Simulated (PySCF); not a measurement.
Al(H)2(nPr) (C₃H₉Al), SMILES CC[CH2][AlH2].

Geometry: B3LYP-D3(BJ)/def2-SVP. The structure was generated by enumeration; whether it is a known compound was not checked. One conformer was computed; it need not be the lowest.

Calculation: PySCF with B3LYP-D3(BJ)/def2-SVP.

Frequencies are harmonic and unscaled.

List the normal modes with their intensities. (Estimate from the structure and the level; the computed values follow.)


```json
[
 {"mode": "1", "ν (cm⁻¹)": "53", "IR (km/mol)": "0.2", "Raman (Å⁴/amu)": "6.4", "depolarisation": "0.75", "moving atoms (share of kinetic energy)": "H 82 %, C 16 %"},
 {"mode": "2", "ν (cm⁻¹)": "105", "IR (km/mol)": "0.5", "Raman (Å⁴/amu)": "2.4", "depolarisation": "0.75", "moving atoms (share of kinetic energy)": "H 50 %, C 44 %"},
 {"mode": "3", "ν (cm⁻¹)": "153", "IR (km/mol)": "0.9", "Raman (Å⁴/amu)": "0.2", "depolarisation": "0.41", "moving atoms (share of kinetic energy)": "C 50 %, H 38 %, Al 12 %"},
 {"mode": "4", "ν (cm⁻¹)": "259", "IR (km/mol)": "0.0", "Raman (Å⁴/amu)": "0.0", "depolarisation": "–", "moving atoms (share of kinetic energy)": "H 94 %"},
 {"mode": "5", "ν (cm⁻¹)": "334", "IR (km/mol)": "2.5", "Raman (Å⁴/amu)": "3.2", "depolarisation": "0.16", "moving atoms (share of kinetic energy)": "C 48 %, H 28 %, Al 24 %"},
 {"mode": "6", "ν (cm⁻¹)": "457", "IR (km/mol)": "45.9", "Raman (Å⁴/amu)": "2.4", "depolarisation": "0.75", "moving atoms (share of kinetic energy)": "H 89 %"},
 {"mode": "7", "ν (cm⁻¹)": "489", "IR (km/mol)": "55.6", "Raman (Å⁴/amu)": "12.1", "depolarisation": "0.47", "moving atoms (share of kinetic energy)": "H 70 %, Al 19 %, C 11 %"},
 {"mode": "8", "ν (cm⁻¹)": "657", "IR (km/mol)": "26.9", "Raman (Å⁴/amu)": "13.4", "depolarisation": "0.29", "moving atoms (share of kinetic energy)": "C 48 %, H 37 %, Al 16 %"},
 {"mode": "9", "ν (cm⁻¹)": "669", "IR (km/mol)": "176.7", "Raman (Å⁴/amu)": "4.3", "depolarisation": "0.75", "moving atoms (share of kinetic energy)": "H 80 %, C 11 %, Al 9 %"},
 {"mode": "10", "ν (cm⁻¹)": "777", "IR (km/mol)": "15.8", "Raman (Å⁴/amu)": "1.0", "depolarisation": "0.75", "moving atoms (share of kinetic energy)": "H 85 %, C 13 %"},
 {"mode": "11", "ν (cm⁻¹)": "803", "IR (km/mol)": "326.7", "Raman (Å⁴/amu)": "14.6", "depolarisation": "0.75", "moving atoms (share of kinetic energy)": "H 92 %"},
 {"mode": "12", "ν (cm⁻¹)": "901", "IR (km/mol)": "2.4", "Raman (Å⁴/amu)": "3.7", "depolarisation": "0.33", "moving atoms (share of kinetic energy)": "H 50 %, C 50 %"},
 {"mode": "13", "ν (cm⁻¹)": "976", "IR (km/mol)": "15.3", "Raman (Å⁴/amu)": "0.4", "depolarisation": "0.75", "moving atoms (share of kinetic energy)": "H 92 %"},
 {"mode": "14", "ν (cm⁻¹)": "1038", "IR (km/mol)": "3.0", "Raman (Å⁴/amu)": "3.0", "depolarisation": "0.66", "moving atoms (share of kinetic energy)": "C 58 %, H 42 %"},
 {"mode": "15", "ν (cm⁻¹)": "1081", "IR (km/mol)": "25.6", "Raman (Å⁴/amu)": "5.3", "depolarisation": "0.75", "moving atoms (share of kinetic energy)": "C 58 %, H 42 %"},
 {"mode": "16", "ν (cm⁻¹)": "1181", "IR (km/mol)": "3.9", "Raman (Å⁴/amu)": "14.9", "depolarisation": "0.18", "moving atoms (share of kinetic energy)": "H 61 %, C 39 %"},
 {"mode": "17", "ν (cm⁻¹)": "1220", "IR (km/mol)": "1.4", "Raman (Å⁴/amu)": "0.3", "depolarisation": "0.75", "moving atoms (share of kinetic energy)": "H 65 %, C 35 %"},
 {"mode": "18", "ν (cm⁻¹)": "1318", "IR (km/mol)": "0.1", "Raman (Å⁴/amu)": "9.9", "depolarisation": "0.75", "moving atoms (share of kinetic energy)": "H 91 %, C 8 %"},
 {"mode": "19", "ν (cm⁻¹)": "1351", "IR (km/mol)": "18.8", "Raman (Å⁴/amu)": "4.0", "depolarisation": "0.41", "moving atoms (share of kinetic energy)": "H 71 %, C 29 %"},
 {"mode": "20", "ν (cm⁻¹)": "1396", "IR (km/mol)": "3.0", "Raman (Å⁴/amu)": "2.6", "depolarisation": "0.75", "moving atoms (share of kinetic energy)": "H 78 %, C 22 %"},
 {"mode": "21", "ν (cm⁻¹)": "1419", "IR (km/mol)": "1.9", "Raman (Å⁴/amu)": "11.6", "depolarisation": "0.75", "moving atoms (share of kinetic energy)": "H 88 %, C 12 %"},
 {"mode": "22", "ν (cm⁻¹)": "1462", "IR (km/mol)": "0.5", "Raman (Å⁴/amu)": "25.3", "depolarisation": "0.73", "moving atoms (share of kinetic energy)": "H 95 %"},
 {"mode": "23", "ν (cm⁻¹)": "1468", "IR (km/mol)": "6.7", "Raman (Å⁴/amu)": "19.7", "depolarisation": "0.75", "moving atoms (share of kinetic energy)": "H 97 %"},
 {"mode": "24", "ν (cm⁻¹)": "1477", "IR (km/mol)": "2.4", "Raman (Å⁴/amu)": "2.2", "depolarisation": "0.74", "moving atoms (share of kinetic energy)": "H 93 %"},
 {"mode": "25", "ν (cm⁻¹)": "1910", "IR (km/mol)": "160.3", "Raman (Å⁴/amu)": "201.9", "depolarisation": "0.08", "moving atoms (share of kinetic energy)": "H 98 %"},
 {"mode": "26", "ν (cm⁻¹)": "1914", "IR (km/mol)": "265.5", "Raman (Å⁴/amu)": "107.2", "depolarisation": "0.35", "moving atoms (share of kinetic energy)": "H 96 %"},
 {"mode": "27", "ν (cm⁻¹)": "2978", "IR (km/mol)": "13.3", "Raman (Å⁴/amu)": "117.1", "depolarisation": "0.09", "moving atoms (share of kinetic energy)": "H 95 %"},
 {"mode": "28", "ν (cm⁻¹)": "3009", "IR (km/mol)": "8.5", "Raman (Å⁴/amu)": "116.9", "depolarisation": "0.75", "moving atoms (share of kinetic energy)": "H 91 %, C 9 %"},
 {"mode": "29", "ν (cm⁻¹)": "3014", "IR (km/mol)": "34.8", "Raman (Å⁴/amu)": "61.4", "depolarisation": "0.15", "moving atoms (share of kinetic energy)": "H 94 %"},
 {"mode": "30", "ν (cm⁻¹)": "3017", "IR (km/mol)": "27.8", "Raman (Å⁴/amu)": "167.6", "depolarisation": "0.00", "moving atoms (share of kinetic energy)": "H 97 %"},
 {"mode": "31", "ν (cm⁻¹)": "3049", "IR (km/mol)": "24.6", "Raman (Å⁴/amu)": "56.3", "depolarisation": "0.75", "moving atoms (share of kinetic energy)": "H 91 %, C 9 %"},
 {"mode": "32", "ν (cm⁻¹)": "3097", "IR (km/mol)": "43.1", "Raman (Å⁴/amu)": "39.8", "depolarisation": "0.75", "moving atoms (share of kinetic energy)": "H 91 %, C 9 %"},
 {"mode": "33", "ν (cm⁻¹)": "3099", "IR (km/mol)": "36.7", "Raman (Å⁴/amu)": "111.2", "depolarisation": "0.65", "moving atoms (share of kinetic energy)": "H 91 %, C 9 %"}
]
```
